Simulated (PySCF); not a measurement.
Si(OSiH3)2(H)(Me) (CH10O2Si3), SMILES [SiH](O[SiH3])(C)O[SiH3].

Coordinates come from a B3LYP-D3(BJ)/def2-SVP optimisation. The values are those of a single conformer.

Method: PySCF 2.14.0 with B3LYP-D3(BJ)/def2-SVP.

Frequencies are harmonic and unscaled.

A small imaginary wavenumber (i) marks a very flat motion, where grid noise or a shallow saddle decides the sign.

```
mode  ν (cm⁻¹)  IR (km/mol)  moving atoms (share of kinetic energy)
----  --------  -----------  --------------------------------------
1          17i          0.2                         H 68 %, Si 22 %
2           14          1.5         H 43 %, O 32 %, C 16 %, Si 10 %
3           37          0.6                 H 42 %, Si 38 %, O 18 %
4           58          1.0                 O 52 %, H 24 %, Si 22 %
5           72          1.1         O 38 %, Si 28 %, H 23 %, C 11 %
6           89          0.3                         H 75 %, Si 19 %
7          148          0.1                                  H 97 %
8          198          2.0         C 29 %, H 28 %, O 25 %, Si 18 %
9          282         10.2         O 30 %, Si 26 %, H 26 %, C 18 %
10         351         24.5                 O 62 %, Si 25 %, H 12 %
11         548          1.7         Si 55 %, H 18 %, O 16 %, C 11 %
12         617          2.0                 Si 60 %, H 25 %, O 13 %
13         696          0.3                 H 61 %, C 22 %, Si 15 %
14         729         42.7                         H 82 %, Si 10 %
15         731         12.2                         H 82 %, Si 10 %
16         737         53.5                         H 72 %, Si 15 %
17         750         37.2                  H 81 %, O 10 %, Si 9 %
18         762          2.7                          H 77 %, C 14 %
19         778        165.1                 H 49 %, Si 26 %, C 18 %
20         888        473.1                         H 75 %, Si 17 %
21         913        274.7                  H 80 %, Si 10 %, C 9 %
22         955        124.6                                  H 96 %
23         957         67.4                                  H 96 %
24         961        129.0                                  H 96 %
25         963         43.0                                  H 96 %
26         993        272.4                 H 70 %, Si 17 %, O 12 %
27        1016        338.1                         H 86 %, Si 13 %
28        1090        277.5                 O 64 %, H 21 %, Si 15 %
29        1101        462.2                         O 79 %, Si 17 %
30        1278         47.1                          H 76 %, C 23 %
31        1430          2.5                                  H 96 %
32        1431          3.2                                  H 96 %
33        2215         15.9                                  H 96 %
34        2216        230.6                                  H 96 %
35        2219         66.1                                  H 98 %
36        2231        167.6                                  H 97 %
37        2239        146.8                                  H 97 %
38        2244        122.3                                  H 97 %
39        2249        150.8                                  H 97 %
40        3032          0.9                                  H 97 %
41        3127          4.7                           H 91 %, C 9 %
42        3128          4.9                           H 91 %, C 9 %
```
